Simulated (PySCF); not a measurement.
C2H9AlN (SMILES [CH3][Al]([CH3])<-[NH3]), doublet, at a GFN2-xTB geometry (such geometries of metal compounds can be far from the true shape) (the spin is typed, not shown lowest); MN15/STO-3G (PySCF).

PySCF was given this input:
```python
from pyscf import gto, scf, dft

mol = gto.M(
    atom='''
Al    0.456125    0.144002    0.585534
C     1.180404    1.024485   -1.104465
H     2.003148    0.453344   -1.551946
H     1.594081    2.014161   -0.884013
H     0.442823    1.182060   -1.901811
C    -1.480744    0.531590    1.089760
H    -1.924994   -0.274222    1.686967
H    -2.158878    0.700176    0.243398
H    -1.551512    1.431537    1.709657
N    -0.211727   -1.598558   -0.615870
H    -0.843515   -1.166499   -1.285046
H    -0.733139   -2.296221   -0.095604
H     0.526492   -2.062913   -1.134221
''',
    basis='sto-3g',
    charge=0,
    spin=1,
    verbose=5,
)

mf = dft.UKS(mol)
mf.xc = 'mn15'
mf.grids.radi_method = dft.radi.gauss_chebyshev
mf.kernel()
```

### Question
Write the output that PySCF gives for this input, abridged.

### Answer

```
PySCF version 2.14.0

[INPUT] verbose = 5
[INPUT] max_memory = 4000
[INPUT] num. atoms = 13
[INPUT] num. electrons = 41
[INPUT] charge = 0
[INPUT] spin (= nelec alpha-beta = 2S) = 1
[INPUT] symmetry False subgroup None
[INPUT] Mole.unit = angstrom
[INPUT] Symbol           X                Y                Z      unit          X                Y                Z       unit  Magmom
[...]
[INPUT] ---------------- BASIS SET ----------------
[INPUT] l, kappa, [nprim/nctr], expnt,             c_1 c_2 ...
[INPUT] H
[...]
                                0.62391373        0.53532814
                                0.1688554         0.44463454
[INPUT] N
[...]
                                18.052312         0.53532814
                                4.8856602         0.44463454
[...]
                                0.8784966         0.39951283
                                0.2857144         0.70011547
[...]
                                0.8784966         0.60768372
                                0.2857144         0.39195739
[INPUT] C
[...]
                                13.045096         0.53532814
                                3.5305122         0.44463454
[...]
                                0.6834831         0.39951283
                                0.2222899         0.70011547
[...]
                                0.6834831         0.60768372
                                0.2222899         0.39195739
[INPUT] Al
[...]
                                64.01186067       0.5353281423
                                17.32410761       0.4446345422
[...]
                                4.391813233       0.3995128261
                                1.42835397        0.7001154689
[...]
                                0.3893265318      0.2255954336
                                0.1523797659      0.900398426
[...]
                                4.391813233       0.6076837186
                                1.42835397        0.3919573931
[...]
                                0.3893265318      0.5951670053
                                0.1523797659      0.462001012

nuclear repulsion = 157.374840122056
number of shells = 23
number of NR pGTOs = 99
number of NR cGTOs = 33
basis = sto-3g
ecp = {}

******** <class 'pyscf.dft.uks.UKS'> ********
method = UKS
initial guess = minao
damping factor = 0
level_shift factor = 0
DIIS = <class 'pyscf.scf.diis.CDIIS'>
diis_start_cycle = 1
diis_space = 8
diis_damp = 0
SCF conv_tol = 1e-09
SCF conv_tol_grad = None
SCF max_cycles = 50
direct_scf = True
direct_scf_tol = 1e-13
number electrons alpha = 21  beta = 20
XC library pyscf.dft.libxc version 7.1.2
    S. Lehtola, C. Steigemann, M. J. T. Oliveira, and M. A. L. Marques,  SoftwareX 7, 1–5 (2018)
XC functionals = mn15
    H. S. Yu, X. He, S. L. Li, and D. G. Truhlar,  Chem. Sci. 7, 5032–5051 (2016)
    H. S. Yu, X. He, S. L. Li, and D. G. Truhlar,  Chem. Sci. 7, 5032–5051 (2016)
radial grids: Gauss-Chebyshev [JCP 108, 3226 (1998); DOI:10.1063/1.475719) radial grids
becke partition: Becke, JCP 88, 2547 (1988); DOI:10.1063/1.454033
pruning grids: <function nwchem_prune>
grids dens level: 3
symmetrized grids: False
atomic radii adjust function: <function treutler_atomic_radii_adjust>
small_rho_cutoff = 0
Set gradient conv threshold to 3.16228e-05
atom Al rad-grids = 80, ang-grids = [ 50  50  50  50  50  50  50  50  50  50  50  50  50  50  50  50  50  50
  50  50  50  50  50  50  50  50  50  50  86  86  86  86  86  86  86  86
  86  86  86 350 350 350 350 350 350 350 350 434 434 434 434 434 434 434
 434 434 434 434 434 434 434 434 434 434 350 350 350 350 350 350 350 350
 350 350 350 350 350 350 350 350]
atom C rad-grids = 75, ang-grids = [ 50  50  50  50  50  50  50  50  50  50  50  50  50  50  50  50  50  50
  50  50  50  50  50  50  50  50  86  86  86  86  86  86  86  86 266 266
 266 266 266 302 302 302 302 302 302 302 302 302 302 302 302 302 302 302
 302 302 266 266 266 266 266 266 266 266 266 266 266 266 266 266 266 266
 266 266 266]
[...]
  alpha mo_energy =
[-5.43231553e+01 -1.38579190e+01 -9.61737548e+00 -9.61731852e+00
 -3.70281137e+00 -2.36026169e+00 -2.35347625e+00 -2.35150857e+00
 -9.25058871e-01 -6.09769389e-01 -6.02372388e-01 -5.30636810e-01
 -5.28511440e-01 -3.61713743e-01 -3.25534869e-01 -3.20321692e-01
 -3.18921371e-01 -3.16858505e-01 -2.32785696e-01 -1.71529081e-01
 -1.63467066e-02  3.06645205e-01  3.71989289e-01  4.17743760e-01
  4.20967248e-01  4.54325410e-01  4.82044123e-01  5.56805253e-01
  5.68816976e-01  5.74845422e-01  5.81130136e-01  6.08635030e-01
  6.12106483e-01]
  beta  mo_energy =
[-54.3179444  -13.85777773  -9.61662078  -9.61656608  -3.69770497
  -2.3566895   -2.34852045  -2.34514931  -0.9248005   -0.60669483
  -0.59989343  -0.53063019  -0.5282208   -0.35509015  -0.32361594
  -0.31741184  -0.31722289  -0.31552667  -0.2175721   -0.1582123
   0.17729616   0.33594571   0.37742874   0.41759971   0.42162523
   0.45946991   0.50794841   0.55547329   0.5703138    0.57781183
   0.58629369   0.60632811   0.6103163 ]
multiplicity <S^2> = 0.75073825  2S+1 = 2.0007381
nelec by numeric integration = [20.99999749 19.99999754]
E1 = -830.0439303855474  E2 = 300.0437737176893  Ecoul = 338.4389286705665  Exc = -38.39515495287719
cycle= 8 E= -372.625316545803  delta_E= -1.77e-08  |g|= 1.78e-05  |ddm|= 0.000341
  alpha mo_energy =
[-5.43231548e+01 -1.38579138e+01 -9.61737943e+00 -9.61732241e+00
 -3.70280712e+00 -2.36025724e+00 -2.35347214e+00 -2.35150366e+00
 -9.25054211e-01 -6.09771177e-01 -6.02374373e-01 -5.30632675e-01
 -5.28506788e-01 -3.61710921e-01 -3.25539533e-01 -3.20324144e-01
 -3.18926268e-01 -3.16861062e-01 -2.32783914e-01 -1.71527191e-01
 -1.63434501e-02  3.06647805e-01  3.71993057e-01  4.17747623e-01
  4.20971302e-01  4.54326763e-01  4.82045725e-01  5.56806598e-01
  5.68818440e-01  5.74845500e-01  5.81130548e-01  6.08636289e-01
  6.12107498e-01]
  beta  mo_energy =
[-54.31794356 -13.85777278  -9.61662597  -9.61657121  -3.69770051
  -2.356685    -2.34851546  -2.34514512  -0.92479672  -0.6066986
  -0.59989741  -0.53062641  -0.52821652  -0.35508856  -0.32362029
  -0.31741573  -0.3172248   -0.31552918  -0.21757295  -0.15821544
   0.17729739   0.33595107   0.37743373   0.4176043    0.42162993
   0.459473     0.50794863   0.55546658   0.57030724   0.57780533
   0.58628907   0.60632038   0.61030879]
multiplicity <S^2> = 0.75073817  2S+1 = 2.000738
nelec by numeric integration = [20.99999749 19.99999754]
E1 = -830.0439217784862  E2 = 300.0437651100855  Ecoul = 338.4389207499414  Exc = -38.39515563985592
cycle= 9 E= -372.625316546345  delta_E= -5.43e-10  |g|= 2.19e-06  |ddm|= 5.94e-05
  alpha mo_energy =
[-5.43231549e+01 -1.38579132e+01 -9.61737865e+00 -9.61732169e+00
 -3.70280753e+00 -2.36025770e+00 -2.35347254e+00 -2.35150411e+00
 -9.25053849e-01 -6.09770781e-01 -6.02373963e-01 -5.30632335e-01
 -5.28506440e-01 -3.61710407e-01 -3.25539039e-01 -3.20324067e-01
 -3.18925749e-01 -3.16861071e-01 -2.32783726e-01 -1.71526989e-01
 -1.63433931e-02  3.06647740e-01  3.71993048e-01  4.17747795e-01
  4.20971434e-01  4.54326799e-01  4.82045804e-01  5.56807142e-01
  5.68819017e-01  5.74846291e-01  5.81131263e-01  6.08637023e-01
  6.12108273e-01]
  beta  mo_energy =
[-54.31794377 -13.85777215  -9.61662524  -9.61657054  -3.69770097
  -2.35668545  -2.34851591  -2.34514551  -0.92479642  -0.60669822
  -0.59989701  -0.53062608  -0.52821618  -0.35508816  -0.32361964
  -0.31741517  -0.3172246   -0.31552894  -0.2175728   -0.15821519
   0.17729695   0.33595074   0.37743367   0.41760452   0.4216301
   0.45947276   0.50794839   0.55546643   0.57030711   0.57780535
   0.586289     0.60632029   0.61030869]
multiplicity <S^2> = 0.75073815  2S+1 = 2.000738
nelec by numeric integration = [20.99999749 19.99999754]
E1 = -830.0439174626831  E2 = 300.0437607942735  Ecoul = 338.43891584048157  Exc = -38.395155046208046
Extra cycle  E= -372.625316546354  delta_E= -8.87e-12  |g|= 8.55e-07  |ddm|= 6.21e-06
converged SCF energy = -372.625316546354  <S^2> = 0.75073815  2S+1 = 2.000738
```
